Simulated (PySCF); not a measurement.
This script is equivalent to a calculation on Se⁺ (selenium, charge +1).

```python
from pyscf import gto, scf, dft, mp, cc
import basis_set_exchange as bse
mol = gto.M(atom="Se 0 0 0", charge=1, spin=3, symmetry="D2h",
            basis=gto.basis.parse(bse.get_basis("cc-pVDZ-DK", elements=["Se"], fmt="nwchem", header=False)),
            nucmod="G")
mf = dft.UKS(mol, xc="R2SCAN").sfx2c1e()
mf.irrep_nelec = {'Ag': (6, 6), 'B1g': (1, 1), 'B2g': (1, 1), 'B3g': (1, 1), 'B1u': (3, 2), 'B2u': (3, 2), 'B3u': (3, 2)}
mf.kernel()
```

(1) What total energy does it give?

(2) Which occupied shell lies highest, and where?

(3) What is ⟨S²⟩, and what would a pure spin state give?

Results:

(1) -2429.332 hartree (calculated).

(2) 4p α, at -16.975 eV.

(3) 3.750, against 3.75.
